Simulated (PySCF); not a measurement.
Multinuclear NMR of C5H3F6P

Geometry:
| atom | x (Å) | y (Å) | z (Å) |
| --- | --- | --- | --- |
| C1 | 3.031 | -0.918 | -0.213 |
| C2 | 1.713 | -0.773 | -0.094 |
| P3 | 0.965 | 0.780 | -0.632 |
| C4 | -0.689 | 0.541 | -0.369 |
| C5 | -1.361 | -0.677 | 0.173 |
| F6 | -0.930 | -0.990 | 1.414 |
| F7 | -2.684 | -0.561 | 0.252 |
| F8 | -1.115 | -1.772 | -0.576 |
| C9 | -1.590 | 1.677 | -0.723 |
| F10 | -2.485 | 1.372 | -1.674 |
| F11 | -0.874 | 2.712 | -1.196 |
| F12 | -2.288 | 2.148 | 0.321 |
| H13 | 3.534 | -1.822 | 0.091 |
| H14 | 3.653 | -0.137 | -0.620 |
| H15 | 1.115 | -1.572 | 0.317 |

How the numbers were obtained: coordinates at the GFN2-xTB level, shieldings: GIAO PBE0/pcSseg-1, in PySCF 2.14.0 with density-fitted response routines (relativity neglected, a single conformation, averaged over atoms made equivalent by symmetry, fast rotation or ring inversion, gas phase).

**Question.** What are the 19F shifts?

**Answer.** 
| atoms | environment | σ (ppm) | δ (ppm) |
| --- | --- | --- | --- |
| F6/F7/F8 | fluorine of a CF3 group | 234.7 | -51.1 |
| F10/F11/F12 | fluorine of a CF3 group | 246.5 | -61.8 |

Shieldings were converted by a linear fit to measured shifts: 19F (scatter 6.0 ppm rms, 7.0 ppm with the 5 outliers that the fit left out vs CFCl3, solution or neat liquid, with a term for F on sp3 carbon). Occasional misses reach two or three times the rms, and more in compound classes unlike the fitted ones.

On a 600 MHz spectrometer 19F resonates near 564.6 MHz, so 1 ppm is 564.6 Hz.

**Question.** What are the 31P shifts?

**Answer.** 
```
atoms               environment  σ (ppm)  δ (ppm)
   P3  phosphorus bonded to 2 C    -29.9    294.9
```

Shieldings were converted by a linear fit to measured shifts: 31P: δ = 270.09 − 0.828σ (rms 18.1 ppm, 64 shifts vs H3PO4, solution or neat liquid). A few per cent of atoms miss by over 2 rms, more outside the fitted compound classes.

On a 300 MHz spectrometer 31P resonates near 121.4 MHz, so 1 ppm is 121.4 Hz.
